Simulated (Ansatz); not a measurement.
Basis sets compared for (BeO)4 cube (Be4O4). Charge 0, multiplicity 1. Geometry B3LYP-D4/def2-SVP. Ansatz on 4 threads of Arm Neoverse V1 on a shared host; times are rough, and most runs start from earlier orbitals.

```xyz
8

Be   -1.0149    0.2114    0.7350
O     0.1890   -0.6972    1.3378
Be    1.0394    0.4554    0.5719
O    -0.1596    1.4950    0.2258
Be   -0.1580    0.5827   -1.1182
O    -1.2436   -0.5449   -0.6842
Be    0.1334   -1.2496   -0.1887
O     1.2142   -0.2530   -0.8794
```

Binding counts from free atoms (Be singlet, O triplet) in the same basis, without a counterpoise term.

| level | functions | energy (Eh) | HOMO (eV) | LUMO (eV) | binding per atom (eV) | wall time |
| --- | --- | --- | --- | --- | --- | --- |
| HF/STO-3G | 40 | -353.6322 | -9.32 | 3.66 | 3.43 | 0.15 s |
| HF/6-31G | 72 | -358.2863 | -12.48 | 0.98 | 3.05 | 0.3 s |
| HF/def2-TZVP | 200 | -358.5276 | -12.26 | 0.59 | 3.32 | 1 s |
| PBE-D4/def2-SVP | 92 | -359.5523 | -7.14 | -2.80 | 4.92 | 0.95 s |
| PBE-D4/def2-TZVP | 200 | -360.0025 | -6.81 | -2.67 | 4.93 | 2 s |
| r2SCAN-D4/def2-TZVP (with forces) | 200 | -360.2581 | -7.04 | -2.15 | 4.87 | 4.3 s |
| PBE0-D4/def2-SVP | 92 | -359.5570 | -8.68 | -1.95 | 4.70 | 1.1 s |
| PBE0-D4/def2-TZVP | 200 | -360.0110 | -8.32 | -1.84 | 4.74 | 2.5 s |

Estimate the rows for PBE-D4/def2-TZVPD, r2SCAN-D4/def2-TZVPD, PBE0-D4/def2-TZVPD.


| level | functions | energy (Eh) | HOMO (eV) | LUMO (eV) | binding per atom (eV) | wall time |
| --- | --- | --- | --- | --- | --- | --- |
| PBE-D4/def2-TZVPD | 248 | -360.0093 | -6.85 | -2.69 | 4.94 | 2.9 s |
| r2SCAN-D4/def2-TZVPD | 248 | -360.2643 | -7.07 | -2.16 | 4.88 | 5.5 s |
| PBE0-D4/def2-TZVPD | 248 | -360.0174 | -8.35 | -1.86 | 4.76 | 3.5 s |
